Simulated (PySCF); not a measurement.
PySCF input for ScF₃, SMILES [F][Sc]([F])[F], TDA-ωB97X/def2-SVPD. Geometry optimised at B3LYP-D3(BJ)/def2-SVP. The isomer is the one that the SMILES or the coordinates give; other isomers of the formula were not compared.

```python
import numpy as np
from pyscf import gto, scf, dft, tdscf

mol = gto.M(
    atom='''
    Sc   -0.00000000    0.00000000    0.00000000
    F    -1.82849673    0.00000000    0.00000000
    F     0.91424837    1.58352462    0.00000000
    F     0.91424837   -1.58352462    0.00000000
    ''',
    basis='def2-SVPD',
    charge=0,
    spin=0,
    symmetry=True,
    max_memory=1600,
    verbose=4,
)
mf = dft.RKS(mol, xc='wb97x').density_fit(auxbasis='def2-universal-jkfit')
mf.grids.level = 3
mf.conv_tol = 1e-9
mf.max_cycle = 100
mf.kernel()
mf.grids = dft.Grids(mol).set(level=1).build(with_non0tab=True)  # coarser grid for the response kernel
td = tdscf.TDA(mf)
td.singlet = True
td.nstates = 10
td.conv_tol = 1e-4
td.positive_eig_threshold = 1e-6
td.kernel(x0=td.get_init_guess(mf, 15))
td.analyze()
tt = tdscf.TDA(mf)
tt.singlet = False
tt.nstates = 4
tt.conv_tol = 1e-4
tt.positive_eig_threshold = 1e-6
tt.kernel(x0=tt.get_init_guess(mf, 9))
tt.analyze(verbose=3)
```

Output:

```
PySCF version 2.14.0

[INPUT] verbose = 4
[INPUT] num. atoms = 4
[INPUT] num. electrons = 48
[INPUT] charge = 0
[INPUT] spin (= nelec alpha-beta = 2S) = 0
[INPUT] symmetry True subgroup None
[INPUT] Mole.unit = angstrom
[INPUT] Symbol           X                Y                Z      unit          X                Y                Z       unit  Magmom
[INPUT]  1 Sc     0.000000000000   0.000000000000   0.000000000000 AA    0.000000000000   0.000000000000   0.000000000000 Bohr   0.0
[INPUT]  2 F     -1.828496730000   0.000000000000   0.000000000000 AA   -3.455358039363   0.000000000000   0.000000000000 Bohr   0.0
[INPUT]  3 F      0.914248370000   1.583524620000   0.000000000000 AA    1.727679029130   2.992427843306   0.000000000000 Bohr   0.0
[INPUT]  4 F      0.914248370000  -1.583524620000   0.000000000000 AA    1.727679029130  -2.992427843306   0.000000000000 Bohr   0.0

nuclear repulsion = 204.695463239723
point group symmetry = D3h, use subgroup C2v
symmetry origin: [3.54323652e-09 0.00000000e+00 0.00000000e+00]
symmetry axis x: [ 0.  1. -0.]
symmetry axis y: [0. 0. 1.]
symmetry axis z: [ 1. -0.  0.]
num. orbitals of irrep A1 = 42
num. orbitals of irrep A2 = 12
num. orbitals of irrep B1 = 29
num. orbitals of irrep B2 = 20
number of shells = 39
number of NR pGTOs = 175
number of NR cGTOs = 103
basis = def2-SVPD
ecp = {}


******** <class 'pyscf.df.df_jk.DFSymAdaptedRKS'> ********
method = DFSymAdaptedRKS
initial guess = minao
damping factor = 0
level_shift factor = 0
DIIS = <class 'pyscf.scf.diis.CDIIS'>
diis_start_cycle = 1
diis_space = 8
diis_damp = 0
SCF conv_tol = 1e-09
SCF conv_tol_grad = None
SCF max_cycles = 100
direct_scf = False
XC library pyscf.dft.libxc version 7.1.2
    S. Lehtola, C. Steigemann, M. J. T. Oliveira, and M. A. L. Marques,  SoftwareX 7, 1–5 (2018)
XC functionals = wb97x
    J.-D. Chai and M. Head-Gordon,  J. Chem. Phys. 128, 084106 (2008)
radial grids:
    Treutler-Ahlrichs [JCP 102, 346 (1995); DOI:10.1063/1.469408] (M4) radial grids

becke partition: Becke, JCP 88, 2547 (1988); DOI:10.1063/1.454033
pruning grids: <function nwchem_prune>
grids dens level: 3
symmetrized grids: True
atomic radii adjust function: <function treutler_atomic_radii_adjust>
small_rho_cutoff = 0
Freeze 0 electrons in irreps []
    48 free electrons in irreps A1 A2 B1 B2
Set gradient conv threshold to 3.16228e-05
Initial guess from minao.
tot grids = 63432
******** <class 'pyscf.df.df.DF'> ********
auxbasis = def2-universal-jkfit
Create RSH-DF object <pyscf.df.df.DF object> for omega=0.3
******** <class 'pyscf.df.df.DF'> ********
auxbasis = auxmol.basis = def2-universal-jkfit
init E= -1059.58743418403
HOMO (B1) = -0.658215406354829  LUMO (A1) = -0.25798966355824  gap/eV = 10.89070
cycle= 1 E= -1059.98436753705  delta_E= -0.397  |g|= 0.89  |ddm|= 2.48
HOMO (B1) = -0.375682715726556  LUMO (A1) = -0.0329539744297453  gap/eV = 9.32612
cycle= 2 E= -1059.8852939618  delta_E= 0.0991  |g|= 1.26  |ddm|= 1.12
HOMO (B1) = -0.502003485496849  LUMO (A1) = -0.00145546776665118  gap/eV = 13.62061
cycle= 3 E= -1060.12862994087  delta_E= -0.243  |g|= 0.0537  |ddm|= 0.618
HOMO (B1) = -0.510211669223284  LUMO (A1) = -0.0182370757039294  gap/eV = 13.38731
cycle= 4 E= -1060.12975201401  delta_E= -0.00112  |g|= 0.0246  |ddm|= 0.0824
HOMO (B1) = -0.511196978315767  LUMO (A1) = -0.013424533377647  gap/eV = 13.54508
cycle= 5 E= -1060.1299320326  delta_E= -0.00018  |g|= 0.00251  |ddm|= 0.032
HOMO (B1) = -0.511368792548597  LUMO (A1) = -0.0135683335450159  gap/eV = 13.54584
cycle= 6 E= -1060.12993888158  delta_E= -6.85e-06  |g|= 0.000849  |ddm|= 0.00667
HOMO (B1) = -0.511336588457478  LUMO (A1) = -0.0136262701378871  gap/eV = 13.54339
cycle= 7 E= -1060.12993954715  delta_E= -6.66e-07  |g|= 0.000141  |ddm|= 0.00231
HOMO (B1) = -0.511331458906274  LUMO (A1) = -0.0135926783125067  gap/eV = 13.54416
cycle= 8 E= -1060.12993957168  delta_E= -2.45e-08  |g|= 3.27e-05  |ddm|= 0.000419
HOMO (B1) = -0.51133202369496  LUMO (A1) = -0.0135943531863205  gap/eV = 13.54413
cycle= 9 E= -1060.12993957234  delta_E= -6.6e-10  |g|= 2.94e-05  |ddm|= 6.48e-05
HOMO (B1) = -0.511331696056937  LUMO (A1) = -0.0135952259957999  gap/eV = 13.54410
Extra cycle  E= -1060.1299395723  delta_E= 3.48e-11  |g|= 3.68e-05  |ddm|= 3.43e-05
converged SCF energy = -1060.1299395723
tot grids = 23344
Overwritten attributes  positive_eig_threshold  of <class 'pyscf.tdscf.rks.TDA'>


******** <class 'pyscf.tdscf.rks.TDA'> for <class 'pyscf.df.df_jk.DFSymAdaptedRKS'> ********
nstates = 10 singlet
deg_eia_thresh = 1.000e-03
wfnsym = None
conv_tol = 0.0001
eigh lindep = 1e-12
eigh level_shift = 0
eigh max_cycle = 100


Excitation energies (eV)
[7.58233026 7.65203463 7.65244556 7.81863566 8.02975363 8.03074349
 8.23976573 8.23986648 8.37177534 8.44911308]

** Singlet excitation energies and oscillator strengths **
Excited State   1:   B1      7.58233 eV    163.52 nm  f=0.0000
      24 -> 25        0.68183
      24 -> 29        0.16755
Excited State   2:   B1      7.65203 eV    162.03 nm  f=0.0107
      23 -> 25        0.67730
      23 -> 29        0.17192
Excited State   3:   A1      7.65245 eV    162.02 nm  f=0.0107
      22 -> 25       -0.67731
      22 -> 29       -0.17199
Excited State   4:   B2      7.81864 eV    158.58 nm  f=0.0618
      21 -> 25       -0.68123
      21 -> 29       -0.17014
Excited State   5:   A2      8.02975 eV    154.41 nm  f=0.0000
      19 -> 25        0.67942
      19 -> 29        0.17060
Excited State   6:   B2      8.03074 eV    154.39 nm  f=0.0000
      20 -> 25        0.67903
      20 -> 29        0.17229
Excited State   7:   A2      8.23977 eV    150.47 nm  f=0.0000
      22 -> 26       -0.34154
      23 -> 27        0.34210
      24 -> 27        0.50716
Excited State   8:   B2      8.23987 eV    150.47 nm  f=0.0000
      22 -> 27        0.34134
      23 -> 26        0.34208
      24 -> 26       -0.50731
Excited State   9:   A2      8.37178 eV    148.10 nm  f=0.0000
      22 -> 26        0.49387
      23 -> 27        0.49375
Excited State  10:   B2      8.44911 eV    146.74 nm  f=0.0134
      16 -> 26        0.10960
      17 -> 27        0.10862
      22 -> 27        0.48324
      23 -> 26       -0.48670

** Transition electric dipole moments (AU) **
state          X           Y           Z        Dip. S.      Osc.
  1        -0.0000      0.0000     -0.0000      0.0000      0.0000
  2        -0.0000     -0.2390     -0.0000      0.0571      0.0107
  3        -0.2391      0.0000      0.0000      0.0571      0.0107
  4        -0.0000      0.0000      0.5682      0.3228      0.0618
  5         0.0000      0.0000     -0.0000      0.0000      0.0000
  6         0.0000      0.0000      0.0009      0.0000      0.0000
  7        -0.0000      0.0000      0.0000      0.0000      0.0000
  8        -0.0000     -0.0000     -0.0003      0.0000      0.0000
  9        -0.0000     -0.0000     -0.0000      0.0000      0.0000
 10        -0.0000      0.0000      0.2549      0.0650      0.0134

** Transition velocity dipole moments (imaginary part, AU) **
state          X           Y           Z        Dip. S.      Osc.
  1        -0.0000      0.0000     -0.0000      0.0000      0.0000
  2        -0.0000     -0.0176     -0.0000      0.0003      0.0007
  3        -0.0176      0.0000      0.0000      0.0003      0.0007
  4         0.0000     -0.0000      0.1041      0.0108      0.0252
  5         0.0000     -0.0000     -0.0000      0.0000      0.0000
  6        -0.0000     -0.0000      0.0002      0.0000      0.0000
  7         0.0000     -0.0000      0.0000      0.0000      0.0000
  8         0.0000      0.0000     -0.0000      0.0000      0.0000
  9        -0.0000     -0.0000     -0.0000      0.0000      0.0000
 10         0.0000     -0.0000      0.0501      0.0025      0.0054

** Transition magnetic dipole moments (imaginary part, AU) **
state          X           Y           Z
  1         0.0000     -0.0000     -0.4817
  2        -0.0000     -0.0000     -0.0002
  3         0.0000     -0.0000     -0.0000
  4         0.0000     -0.0009     -0.0000
  5         1.0337      0.0000      0.0000
  6        -0.0000      1.0331     -0.0000
  7         0.7108      0.0000     -0.0000
  8         0.0000     -0.7106      0.0000
  9        -0.0004     -0.0000     -0.0000
 10         0.0000      0.0014     -0.0000


******** <class 'pyscf.tdscf.rks.TDA'> for <class 'pyscf.df.df_jk.DFSymAdaptedRKS'> ********
nstates = 4 triplet
deg_eia_thresh = 1.000e-03
wfnsym = None
conv_tol = 0.0001
eigh lindep = 1e-12
eigh level_shift = 0
eigh max_cycle = 100


Excitation energies (eV)
[7.57636928 7.58385196 7.5842898  7.88686692]

** Triplet excitation energies and oscillator strengths **
Excited State   1:   B1      7.57637 eV    163.65 nm  f=0.0000
Excited State   2:   B1      7.58385 eV    163.48 nm  f=0.0000
Excited State   3:   A1      7.58429 eV    163.48 nm  f=0.0000
Excited State   4:   B2      7.88687 eV    157.20 nm  f=0.0000
```

Self-consistency was reached.
